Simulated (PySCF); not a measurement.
C3H5ClGeO.

```xyz
11

C     -2.4066    -0.2844    -0.6190
C     -1.3050    -0.0293     0.0909
Cl    -1.3468     1.1295     1.4235
Ge     0.4812    -0.7750    -0.2104
C      1.7399     0.7707    -0.5156
O      2.7788     0.6405    -1.1089
H     -3.3650     0.1971    -0.4032
H     -2.3674    -0.9987    -1.4463
H      0.4678    -1.7012    -1.4393
H      0.9329    -1.5329     1.0529
H      1.4271     1.7681    -0.0980
```

Coordinates come from a B3LYP-D3(BJ)/def2-SVP optimisation. This is a generated structure with no PubChem entry under its InChIKey; it may be hypothetical. One conformer was computed; it need not be the lowest.

Calculation: PBE/pcSseg-1 (PySCF). Non-relativistic, no solvent.

Problem. Give the absolute GIAO shielding of each atom: isotropic value and principal components (ppm). (The exact figures need the calculation; the answer reports its results.)

Solution. 
```json
[
 {"atom": "C1", "σ(iso)": "46.3", "σ11": "-69.6", "σ22": "73.0", "σ33": "135.4", "span": "204.9"},
 {"atom": "C2", "σ(iso)": "24.7", "σ11": "-71.3", "σ22": "41.9", "σ33": "103.6", "span": "174.9"},
 {"atom": "Cl3", "σ(iso)": "613.7", "σ11": "352.4", "σ22": "572.8", "σ33": "916.0", "span": "563.6"},
 {"atom": "Ge4", "σ(iso)": "1479.6", "σ11": "1362.9", "σ22": "1472.0", "σ33": "1603.8", "span": "240.9"},
 {"atom": "C5", "σ(iso)": "-56.0", "σ11": "-153.5", "σ22": "-84.4", "σ33": "70.0", "span": "223.5"},
 {"atom": "O6", "σ(iso)": "-564.7", "σ11": "-1530.6", "σ22": "-521.7", "σ33": "358.3", "span": "1888.9"},
 {"atom": "H7", "σ(iso)": "24.9", "σ11": "21.0", "σ22": "23.7", "σ33": "29.8", "span": "8.8"},
 {"atom": "H8", "σ(iso)": "25.2", "σ11": "21.7", "σ22": "23.5", "σ33": "30.2", "span": "8.5"},
 {"atom": "H9", "σ(iso)": "26.8", "σ11": "20.6", "σ22": "22.8", "σ33": "37.1", "span": "16.5"},
 {"atom": "H10", "σ(iso)": "26.5", "σ11": "20.7", "σ22": "22.6", "σ33": "36.2", "span": "15.5"},
 {"atom": "H11", "σ(iso)": "18.8", "σ11": "13.6", "σ22": "17.8", "σ33": "25.1", "span": "11.5"}
]
```
